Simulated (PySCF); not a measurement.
**Nuclear quadrupole coupling in `CCN(C)P(C)CP`**

Species: C5H15NP2.
Geometry (PBE0-D3(BJ)/def2-SVP, Å), atoms numbered from 1 in this order:
```
atom  x, y, z in Å
C1     2.7003   -0.4696   -0.7776
C2     1.6894   -0.6576    0.3506
N3     0.5683    0.2669    0.3772
C4     0.9461    1.6120    0.7648
P5    -0.5319    0.2400   -1.0018
C6    -0.8042   -1.5785   -1.1511
C7    -2.1293    0.6299   -0.1137
P8    -2.5329    2.4503   -0.0874
H9     3.5173   -1.2029   -0.6944
H10    2.2311   -0.6002   -1.7662
H11    3.1508    0.5344   -0.7575
H12    1.3007   -1.6878    0.3308
H13    2.2053   -0.5595    1.3223
H14    1.6023    2.1357    0.0390
H15    0.0518    2.2390    0.9034
H16    1.4733    1.5780    1.7326
H17   -1.0275   -2.0464   -0.1790
H18    0.0673   -2.0713   -1.6054
H19   -1.6579   -1.7289   -1.8289
H20   -2.9275    0.0561   -0.6100
H21   -2.0287    0.2679    0.9227
H22   -3.9175    2.3322    0.2497
H23   -2.7942    2.5953   -1.4841
```

Field gradients from the PBE0/pcSseg-1 density (PySCF, non-relativistic), principal values in atomic units, ordered |Vxx| ≤ |Vyy| ≤ |Vzz|:

```json
{"atom": "N3", "Vxx": "0.5704", "Vyy": "0.6683", "Vzz": "-1.2387"}
```

**Question.** Find the asymmetry η = (Vxx − Vyy)/Vzz and the couplings χ = eQV/h (234.96 MHz × Q in barn × V in au), with Q(14N) = 0.02044 b.

**Answer.** 
```csv
atom,environment,nucleus,η,χzz (MHz),χxx (MHz),χyy (MHz)
N3,nitrogen bonded to 2 C and P,14N,0.08,-5.95,2.74,3.21
```

The tensor is traceless: Vxx + Vyy + Vzz = 0.

**Question.** What is Vzz at N3 in SI units (1 au = 9.71736 × 10²¹ V/m²)?

**Answer.** -1.2387 au = -12.037 × 10²¹ V/m².

**Question.** And the gradient at the other heavy atoms, for which no coupling is worked out here?

**Answer.** 
```csv
atom,environment,Vzz (au),η
C1,methyl carbon,0.023,0.57
C2,sp3 carbon bound to nitrogen,0.221,0.40
C4,N-methyl carbon,0.228,0.16
P5,three-coordinate phosphorus,-1.554,0.31
C6,sp3 carbon bound to phosphorus,0.055,0.37
C7,sp3 carbon bound to phosphorus,-0.082,0.69
P8,phosphine phosphorus,-1.338,0.12
```

Were the hydrogens deuterons (Q(2H) = 0.00286 b), χzz would run from 113 kHz (H22 and H23) to 199 kHz (H18 and H19).

Geometry: PBE0-D3(BJ)/def2-SVP, one conformer, isolated molecule. With a basis this small, the couplings can be 20 % off.
